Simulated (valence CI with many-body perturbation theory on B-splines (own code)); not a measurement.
The numbers below are computed, except where a source is named.
**Lu38+: input, log and results**

The program does CI of the valence electrons with many-body perturbation theory for a frozen closed Dirac-Fock core.

Command, and the settings that its task file holds:

```sh
python run_cv.py task.json out
```

```
atom Lu  Z=71  mass_number=175  rms_radius_fm=5.3700
core [Ar] 3d10
valence 4s5
avg = 1
basis = S
breit = 1
cap = 10000
capref = 1200
cscale = 1
de = 0.0
dress = 0
eps = 2e-08
h = 0.27
hh = 1
l2 = 3
lcore = 6
maxit = 60
n2 = 5
natural = 1
nlev = 21
nno = [3, 3, 3, 2, 1]
nroot = 26
nsp = [3, 3, 2, 1, 0]
pt2 = 1
qed = 1
rpa = 1
s1 = 1
s2 = 1
s3 = 1
screen = 1
tol = 2e-05
```

**Question.** What became of the run, and why?

**Answer.** It gave no result: a shell was given more electrons than it holds. The program said: "a valence shell holds more than 4l+2 electrons".
